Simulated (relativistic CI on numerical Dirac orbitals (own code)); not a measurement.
## V2+ in a cubic cluster: 2p photoemission with charge transfer

Computed with a charge-transfer multiplet model of a cubic metal-ligand cluster with up to one ligand hole, Slater and spin-orbit integrals from Dirac-Coulomb-Breit ions, Slater integrals scaled by 0.8. The ground state mixes d3 with configurations of k ligand holes L, whose averages lie at kΔ + k(k − 1)U_dd/2; a core hole lowers each added d electron by U_cd. 20 K, Lorentzian 0.6 eV and Gaussian 0.8 eV FWHM.

Atomic integrals in eV (Slater integrals scaled, ζ unscaled), ground: F2dd 7.134, F4dd 4.434, zeta_d 0.019; with the core hole: F2dd 8.721, F4dd 5.468, zeta_d 0.036, zeta_core 4.610, F2cd 4.876, G1cd 3.590, G3cd 2.038.

Cluster parameters (eV): Δ = 8, U_dd = 6.2, U_cd = 7.1, 10Dq = 0.2, 10Dq(ligand) = 0.9, final-state hopping factor = 0.8.

```csv
Case,n_d,d3,d4L,S
"V(eg) = 0.65 eV, V(t2g) = -0.32 eV",3.03,0.97,0.03,1.50
"V(eg) = 1.55 eV, V(t2g) = -0.77 eV",3.13,0.87,0.13,1.50
"V(eg) = 2.45 eV, V(t2g) = -1.22 eV",3.21,0.79,0.21,1.50
```

Weights, n_d and S are thermal averages at 20 K. Binding energies count from the first peak over 30 % of the highest in each spectrum, which can be another peak from case to case. The parameters are a model scan and need not match a compound or its usual spin state. Peaks in eV (height, largest 100):
- V(eg) = 0.65 eV, V(t2g) = -0.32 eV: 0.0 (100), 7.1 (45), 8.1 (40)
- V(eg) = 1.55 eV, V(t2g) = -0.77 eV: 0.0 (100), 3.6 (34), 8.1 (60)
- V(eg) = 2.45 eV, V(t2g) = -1.22 eV: 0.0 (100), 3.7 (19), 8.2 (52)

Curve for V(eg) = 2.45 eV, V(t2g) = -1.22 eV (points under 2 left out, the grid thinned):

| E (eV) | Intensity |
| --- | --- |
| -3.4 | 2.1 |
| -2.9 | 2.8 |
| -2.4 | 4.1 |
| -1.9 | 6.5 |
| -1.4 | 13.1 |
| -1.0 | 29.1 |
| -0.5 | 74.8 |
| 0.0 | 100.0 |
| 0.5 | 94.1 |
| 1.0 | 82.5 |
| 1.5 | 51.3 |
| 2.0 | 25.7 |
| 2.5 | 17.5 |
| 3.0 | 16.8 |
| 3.4 | 18.5 |
| 3.9 | 18.9 |
| 4.4 | 16.1 |
| 4.9 | 15.5 |
| 5.4 | 15.0 |
| 5.9 | 14.4 |
| 6.4 | 16.7 |
| 6.9 | 24.8 |
| 7.4 | 38.2 |
| 7.8 | 48.2 |
| 8.3 | 51.6 |
| 8.8 | 39.2 |
| 9.3 | 29.6 |
| 9.8 | 23.1 |
| 10.3 | 16.6 |
| 10.8 | 12.0 |
| 11.3 | 9.3 |
| 11.7 | 8.1 |
| 12.2 | 6.7 |
| 12.7 | 5.2 |
| 13.2 | 4.1 |
| 13.7 | 3.4 |
| 14.2 | 2.7 |
| 14.7 | 2.3 |
| 15.2 | 2.0 |
| 15.8 | 2.2 |
| 16.2 | 2.7 |
| 16.7 | 3.5 |
| 17.2 | 3.4 |
| 17.7 | 2.8 |
| 18.2 | 2.1 |

For the case V(eg) = 1.55 eV, V(t2g) = -0.77 eV, Δ = 8 eV is larger than U_dd = 6.2 eV, the Mott-Hubbard side of the Zaanen-Sawatzky-Allen scheme. With the core hole the average of the configuration with one ligand hole lies at Δ − U_cd = 0.9 eV before mixing: the effective hopping of about 2.7 eV (from the holes of the mixed ground state) is comparable with this gap or larger, so the configurations mix strongly.

With at most 1 ligand hole the space is cut while the next configuration still counts, so covalency is underestimated, and a final configuration with one more ligand hole, which can lie low, is missing from the spectra.
